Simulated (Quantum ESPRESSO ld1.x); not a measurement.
Results of a calculation; reference values are marked as such.
Ionisation of the gold ion Au+, [Xe] 4f14 5d10, to Au2+, [Xe] 4f14 5d9, under several functionals. Dirac Kohn-Sham, spin-unpolarised, spherical densities, point nucleus; open shells fill j = l - 1/2 first; ld1.x of Quantum ESPRESSO 7.5.

| functional | E(Au+) (hartree) | Exc (hartree) | IE (eV) | -e(HOMO) (eV) | <r> HOMO (bohr) | IE error (eV) |
|---|---|---|---|---|---|---|
| BLYP | -19048.78 | -366.32 | 20.453 | 14.651 | 1.613 | +0.250 |
| exchange-only LDA | -19028.95 | -346.31 | 19.390 | 13.640 | 1.620 | -0.813 |
| PW86 exchange with PBE correlation | -19048.08 | -365.61 | 20.525 | 14.728 | 1.611 | +0.322 |
| RPBE | -19048.30 | -365.86 | 20.460 | 14.643 | 1.605 | +0.257 |
| LDA (Slater exchange, Perdew-Wang correlation) | -19037.18 | -354.62 | 20.836 | 15.018 | 1.607 | +0.633 |
| LDA (Slater exchange, Hedin-Lundqvist correlation) | -19036.77 | -354.20 | 20.913 | 15.098 | 1.608 | +0.710 |

NIST Atomic Spectra Database: 20.20 eV (measured). Closest: BLYP. The Delta-SCF values span 1.52 eV, the total energies 19.83 hartree. The highest occupied level is 5d5/2. Spin polarisation and multiplet splitting are left out, so open shells lie too high by an amount that depends on their filling.

Beside tabulated values, note that spin-unpolarised runs miss the spin-polarisation part of the exchange energy of open shells.
